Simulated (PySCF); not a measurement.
C₃H₄BNO₂, SMILES OB1C=NC(=O)C1. Geometry: PBE0-D3(BJ)/def2-SVP. The structure was generated by enumeration, and PubChem lists no compound with its InChIKey, so it may never have been made. The values are those of a single conformer.

Computed equilibrium geometry at PBE0-D3(BJ)/def2-SVP (PySCF confirms it by a frequency run) as bond lengths and angles, and its point group (one conformer of several):
point group Cs.
Atoms: O1 C2 C3 B4 O5 C6 N7 H8 H9 H10 H11. Bond lengths (Å): O1–C2 1.196, C2–C3 1.525, C2–N7 1.447, C3–B4 1.565, C3–H8 1.102, C3–H9 1.102, B4–O5 1.342, B4–C6 1.593, O5–H10 0.964, C6–N7 1.285, C6–H11 1.102. Bond angles (°): O1–C2–C3 126.8, O1–C2–N7 121.0, C3–C2–N7 112.2, C2–C3–B4 101.9, C2–C3–H8 109.9, C2–C3–H9 109.9, B4–C3–H8 114.7, B4–C3–H9 114.7, H8–C3–H9 105.7, C3–B4–O5 127.7, C3–B4–C6 103.1, O5–B4–C6 129.2, B4–O5–H10 114.2, B4–C6–N7 112.7, B4–C6–H11 129.6, N7–C6–H11 117.7, C2–N7–C6 110.1.
